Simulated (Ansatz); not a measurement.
Frontier orbitals of `[F][Ge]([F])([SH])[SH]`.

Cartesian coordinates in Å:
```
F 1.992 -0.738 -0.068
Ge 0.406 -0.101 0.128
F 0.684 1.428 0.875
S -0.594 0.291 -1.775
S -0.626 -1.517 1.427
H -0.060 1.525 -1.845
H -1.802 -0.888 1.258
```

Total charge 0; spin multiplicity 1. Correlated methods include outer-core shells of Ge, which these sets cover unevenly. Scalar relativity is left out up to krypton. All single points use the PBE0-D4/def2-TZVP geometry. It is one conformer, not always the lowest. Basis def2-TZVPP, the Gaussian-basis code of Ansatz.

| functional | HOMO (eV) | LUMO (eV) | gap (eV) |
| --- | --- | --- | --- |
| LDA (SPW92) | -7.28 | -2.59 | 4.69 |
| PBE | -7.13 | -2.28 | 4.85 |
| revPBE | -7.07 | -2.16 | 4.91 |
| B97M-V | -7.52 | -1.91 | 5.61 |
| PBE0 | -8.44 | -1.29 | 7.15 |
| B3LYP | -8.17 | -1.60 | 6.57 |
| HSE06 (plane-wave form) | -8.04 | -1.66 | 6.38 |
| CAM-B3LYP | -9.79 | -0.25 | 9.54 |
| ωB97M-V | -10.65 | 0.76 | 11.41 |

A quarter of exact exchange (PBE0) shifts PBE's HOMO by −1.31 eV and its LUMO by +0.99 eV; full exchange at long range (ωB97M-V) shifts them by −3.52 and +3.04 eV. The gap opens from 4.85 to 11.41 eV, since occupied levels lose self-interaction and empty ones feel all the electrons. A positive LUMO is unbound and depends on the basis.

B3LYP here is the variant with VWN-RPA as its local correlation; programs differ in this.
